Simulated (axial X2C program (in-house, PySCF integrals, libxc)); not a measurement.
**NSmO⁺: the levels of the configuration f(δφ)2 f(π)0**

Computed with an axial X2C code built on PySCF integrals: two-component X2C with atomic mean-field Coulomb and Gaunt terms, basis N dyall-v3z, Sm dyall-v3z, O dyall-v3z (cores contracted in-house). Orbitals come from Hartree–Fock averaged over the configuration Sm f(δφ)2 f(π)0; CI then distributes these electrons over the f(δφ), f(π) shells of Sm.

N–Sm–O held linear, bonds 1.615 and 1.720 Å (the second held) (near the minimum of the configuration average).

Active spinors (ω > 0):

```json
{"shell": "f(δφ)", "ω": "5/2", "ε (eV)": "-9.23", "character": "100% Sm f"}
{"shell": "f(δφ)", "ω": "3/2", "ε (eV)": "-9.19", "character": "99% Sm f"}
{"shell": "f(δφ)", "ω": "7/2", "ε (eV)": "-8.47", "character": "100% Sm f"}
{"shell": "f(δφ)", "ω": "5/2", "ε (eV)": "-8.28", "character": "100% Sm f"}
{"shell": "f(π)", "ω": "1/2", "ε (eV)": "-3.76", "character": "37% Sm p, 34% Sm f, 15% N p"}
{"shell": "f(π)", "ω": "3/2", "ε (eV)": "-1.99", "character": "54% Sm f, 33% Sm p, 5% N p"}
```

Lowest levels of this model:

```json
{"Ω": "4", "energy (cm⁻¹)": "0", "g∥": "6.13", "configuration": "100% f(δφ)2"}
{"Ω": "5", "energy (cm⁻¹)": "4500", "g∥": "10.04", "configuration": "100% f(δφ)2"}
{"Ω": "0", "energy (cm⁻¹)": "5226", "g∥": "0.00", "configuration": "100% f(δφ)2"}
{"Ω": "6", "energy (cm⁻¹)": "7859", "g∥": "13.94", "configuration": "100% f(δφ)2"}
{"Ω": "1", "energy (cm⁻¹)": "7937", "g∥": "3.37", "configuration": "100% f(δφ)2"}
{"Ω": "1", "energy (cm⁻¹)": "15364", "g∥": "2.47", "configuration": "100% f(δφ)2"}
{"Ω": "0", "energy (cm⁻¹)": "15522", "g∥": "0.00", "configuration": "100% f(δφ)2"}
{"Ω": "2", "energy (cm⁻¹)": "15828", "g∥": "5.92", "configuration": "100% f(δφ)2"}
{"Ω": "0", "energy (cm⁻¹)": "18310", "g∥": "0.00", "configuration": "100% f(δφ)2"}
{"Ω": "0", "energy (cm⁻¹)": "20357", "g∥": "0.00", "configuration": "100% f(δφ)2"}
{"Ω": "1", "energy (cm⁻¹)": "24251", "g∥": "2.15", "configuration": "100% f(δφ)2"}
{"Ω": "6", "energy (cm⁻¹)": "27790", "g∥": "12.06", "configuration": "100% f(δφ)2"}
```

g∥ is the magnitude of 2⟨Lz + ge Sz⟩ for the +Ω component.

(1) From Ω and g∥ of the lowest level, whose 2⟨Lz + ge Sz⟩ is positive, find ⟨Sz⟩ and ⟨Lz⟩ (ge = 2.0023).

Occupations of the active spinors in the lowest level by ω, shell by shell in order of energy: -7/2: 0.00; -5/2: 0.00 0.00; -3/2: 0.00 0.00; -1/2: 0.00; 1/2: 0.00; 3/2: 1.00 0.00; 5/2: 0.80 0.20; 7/2: 0.00. The leading determinant has weight 0.80 among 5.

This point took 2.6 s on 1 thread of Arm Neoverse V2, on a shared host.

Dynamic correlation is missing, so gaps between terms are too wide and other configurations may lie lower; the lowest level listed is that of this model, not necessarily the ground state. At most 6 roots were kept for each Ω > 0 (twice that for Ω = 0) within 3.5 eV of the lowest, so higher up levels can be missing between those listed; levels with Ω > 0 are doubly degenerate and listed once, Ω = 0 levels singly. Some active spinors are only partly of the character that their shell is named for, so the shell names and counts are nominal. States that fill the shells left empty in the average are placed too high. The molecule was held linear; bending was not examined.

Answers

(1) Ω = ⟨Lz⟩ + ⟨Sz⟩ = 4 and ⟨Lz⟩ + ge⟨Sz⟩ = 3.065, so ⟨Sz⟩ = -0.93 and ⟨Lz⟩ = 4.93.
